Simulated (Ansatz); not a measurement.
```xyz
2

Mo    0.0000    0.0000    0.0000
Se    0.0000    0.0000    2.3800
```

Basis set: def2-TZVPP (spherical functions, with the set's core potentials past Kr). Charge 0, multiplicity 5.

Computed with Ansatz (development build ahead of 0.2.0); each method stands on the lowest determinant of its kind that the runs found.

Q: Give the atomization energy at this shape (free ground-state atoms in the same class of orbitals less the molecule, no zero-point energy) of quintet MoSe by r²SCAN (unrestricted), UHF.

A:

```csv
method,atomization energy
r²SCAN (unrestricted),74.13 kcal/mol
UHF,24.37 kcal/mol
```

Caution: another spin multiplicity may lie lower. Caution for r²SCAN (unrestricted): the unrestricted determinant is spin contaminated. Caution for UHF: the unrestricted determinant is a mixture of spin states.

The shape needn't be a minimum at these levels.
